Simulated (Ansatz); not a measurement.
Isolated molecules relaxed with PBE0-D4/def2-TZVP in Ansatz; ΔE leaves out vibrations. CCSD(T)/CBS is the MP2 limit (def2-TZVPP, def2-QZVPP) plus CCSD(T) − MP2 in def2-TZVPP, frozen cores. This one scheme is used for every species. Functionals use def2-TZVPP. One conformer a species, not always the lowest.

Reaction (cleavage of the P–Al bond): `[SiH3][AlH][PH2]` + `O[SiH2]F` → `F[SiH2]OP` + `[AlH2][SiH3]`

`[SiH3][AlH][PH2]`:

Cartesian coordinates in Å:
```
Si -0.326 -0.250 -1.724
Al -0.437 0.663 0.552
P 0.320 -0.597 2.352
H 0.173 -1.654 -1.746
H 0.601 0.566 -2.562
H -1.657 -0.230 -2.396
H -1.120 2.066 0.853
H 1.482 -1.061 1.681
H 0.964 0.497 2.989
```

`O[SiH2]F`:

Z-matrix (Å, degrees):
```
Si
F 1 1.596
O 1 1.630 2 111.0
H 1 1.482 2 106.0 3 121.4
H 1 1.474 2 108.2 3 -116.3
H 3 0.958 1 119.1 2 71.8
```

`F[SiH2]OP`:

Z-matrix (Å, degrees):
```
Si
O 1 1.631
F 1 1.593 2 109.7
H 1 1.474 2 107.1 3 117.0
H 1 1.479 2 110.7 3 -118.0
P 2 1.653 1 129.5 3 81.4
H 6 1.424 2 98.5 1 -120.6
H 6 1.423 2 97.5 1 146.3
```

`[AlH2][SiH3]`:

Cartesian coordinates in Å:
```
Al 1.405 -0.014 0.091
Si -1.047 -0.008 -0.053
H 2.182 -1.073 0.986
H 2.241 1.062 -0.725
H -1.596 1.305 0.395
H -1.492 -0.203 -1.465
H -1.692 -1.069 0.771
```

CCSD(T)/CBS gives +73.1 kJ/mol.

Q: Another level gave +68.6 kJ/mol. Which?
A. PBE/def2-TZVPP
B. r2SCANh/def2-TZVPP
C. CAM-B3LYP/def2-TZVPP
D. CCSD/def2-TZVPP

A: D. CCSD/def2-TZVPP 68.6, PBE 84.6, CAM-B3LYP 59.6, r2SCANh 79.0 kJ/mol.

Largest T1 diagnostic among the species: 0.014.

Leaving LDA and LC-ωPBE aside and taking each functional with its dispersion term where it has one, the values, not all of them listed here, spread over 24.6 kJ/mol, from CAM-B3LYP-D4 to PBE-D4. In def2-TZVPP, CCSD(T) changes the Hartree–Fock value by +25.4 kJ/mol (the triples alone add +3.8 kJ/mol) and MP2 by +27.9 kJ/mol. From BLYP to BHLYP (50 % exact exchange), in def2-TZVPP and without D4, ΔE moves by −6.8 kJ/mol.
